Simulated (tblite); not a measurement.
C2H11N3Si3.
Numbering: `[CH3:1][N:2]([SiH3:3])[SiH2:4][Si@@H:5]([NH2:6])[C:7]#[N:8]` (hydrogens: H9, H10, H11 on C1; H12, H13, H14 on Si3; H15, H16 on Si4; H17 on Si5; H18, H19 on N6)

The geometry is computed with GFN2-xTB (gas phase).

**Question.** Give the optimised bond lengths and angles.

**Answer.** 
| bond | length (pm) |
| --- | --- |
| C1–N2 | 144.8 |
| N2–Si3 | 173.8 |
| N2–Si4 | 173.6 |
| Si4–Si5 | 229.2 |
| Si5–N6 | 172.4 |
| Si5–C7 | 188.2 |
| C7≡N8 | 114.7 |
| C1–H9, C1–H10, C1–H11 | 109.1 |
| Si3–H12 | 147.0 |
| Si3–H13, Si3–H14 | 146.1 |
| Si4–H15 | 147.9 |
| Si4–H16 | 147.9 |
| Si5–H17 | 147.0 |
| N6–H18, N6–H19 | 100.7 |

Bonds in one row agree within 1 pm and their mean is given. A selection of angles:
| angle | degrees |
| --- | --- |
| C1–N2–Si3 | 114.5 |
| C1–N2–Si4 | 114.5 |
| Si3–N2–Si4 | 129.3 |
| N2–Si4–Si5 | 111.5 |
| Si4–Si5–N6 | 105.6 |
| Si4–Si5–C7 | 112.1 |
| N6–Si5–C7 | 110.9 |
| Si5–C7–N8 | 177.8 |
| H18–N6–Si5 | 120.4 |
| H19–N6–Si5 | 120.1 |

Torsions: C1–N2–Si4–Si5 171° (antiperiplanar); N2–Si4–Si5–N6 -171° (antiperiplanar).

Si4 (SiH2 silicon) is distorted tetrahedral (angles from 105.0° to 113.1°). N2 (nitrogen bridging silicon atoms) is almost planar (angles 129.3°, 114.5° and 114.5°, sum 358.4°, 0.12 Å off the plane of its three neighbours). Si5 (SiH silicon) is distorted tetrahedral (angles from 102.1° to 122.1°). N6 (silicon-bound nitrogen) has angles 120.4°, 120.1° and 109.7°, sum 350.1°, 0.22 Å off the plane of its three neighbours. Si3 (SiH3 silicon) is distorted tetrahedral (angles from 106.5° to 113.0°). Of the pairs four or more bonds apart, Si5···H14 is among the closest relative to their van der Waals radii: 3.00 Å, 91 % of the sum of Bondi's values. The C–N distances run from 1.147 Å (C7≡N8, drawn triple) to 1.448 Å (C1–N2, drawn single), a spread of 0.301 Å.

Point group: C1 (no symmetry element, even within 0.4 Å). Its GFN2-xTB frequencies are all real (lowest 25 cm⁻¹). One conformer, not necessarily the lowest (C1–N2–Si4–Si5 171°, N2–Si4–Si5–N6 -171°, Si4–Si5–N6–H 39° and -179°).

Time: 1.3 s of wall time. Hardware: one thread, Arm Neoverse V2 (aarch64), shared host with 96 logical CPUs at a one-minute load of 32. This is the geometry optimisation.
